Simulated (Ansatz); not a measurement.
Reaction (formal exchange of groups at a Ga–Cl bond): `CC[O][Ga]([F])[Cl]` + CH₄ → `CC[O][Ga]([CH3])[F]` + HCl

Computed with Ansatz on PBE0-D4/def2-TZVP structures; ΔE is electronic, products minus reactants. CBS: MP2 limit from def2 TZ/QZ plus the TZ coupled-cluster correction, frozen cores. This one scheme is used for every species. For Ga outer-core shells are correlated without core-valence functions, which leaves a few kJ/mol of doubt a bond. Scalar relativity is left out up to krypton. Each species was taken in one conformer, which may not be the lowest.

`CC[O][Ga]([F])[Cl]`:

Cartesian coordinates in Å:
```
C 1.135 0.088 0.863
C 0.382 0.962 -0.113
O -1.007 0.665 -0.143
Ga -1.616 -0.857 -0.778
F -0.511 -1.972 -1.539
Cl -3.656 -1.369 -0.690
H 2.185 0.388 0.916
H 1.108 -0.960 0.550
H 0.703 0.169 1.863
H 0.456 2.012 0.184
H 0.820 0.873 -1.114
```

CH₄:

```xyz
5

C     0.000    0.000    0.000
H    -0.429    0.610    0.794
H     0.159    0.615   -0.885
H    -0.682   -0.815   -0.242
H     0.953   -0.411    0.332
```

`CC[O][Ga]([CH3])[F]`:

```xyz
14

C    -0.359    2.130    0.772
C    -1.083    0.832    1.051
O    -0.245   -0.292    0.870
Ga    0.163   -0.949   -0.724
C     1.362   -2.429   -1.078
F    -0.681   -0.113   -2.029
H     0.539    2.208    1.389
H    -0.068    2.190   -0.281
H    -1.003    2.986    0.989
H    -1.976    0.765    0.417
H    -1.422    0.809    2.093
H     0.826   -3.217   -1.610
H     2.185   -2.092   -1.711
H     1.762   -2.827   -0.147
```

HCl:

Z-matrix (Å, degrees):
```
Cl
H 1 1.279
```

```csv
species,MP2/CBS(def2) energy (Eh)
`CC[O][Ga]([F])[Cl]`,-2637.84020
CH₄,-40.43551
`CC[O][Ga]([CH3])[F]`,-2217.88374
HCl,-460.35267
```

(1) Work out ΔE.

Largest T1 diagnostic among the species: 0.013.

## Answers

(1) ΔE = (-2217.88374) + (-460.35267) − (-2637.84020) − (-40.43551) = 0.03930 Eh = +1.07 eV. CCSD(T)/CBS gives +1.05 eV.

In def2-TZVPP, CCSD(T) changes the Hartree–Fock value by −0.24 eV (the triples alone add −0.01 eV) and MP2 by −0.22 eV. From PBE to PBE0 (25 % exact exchange), in def2-TZVPP and without D4, ΔE moves by +0.05 eV.
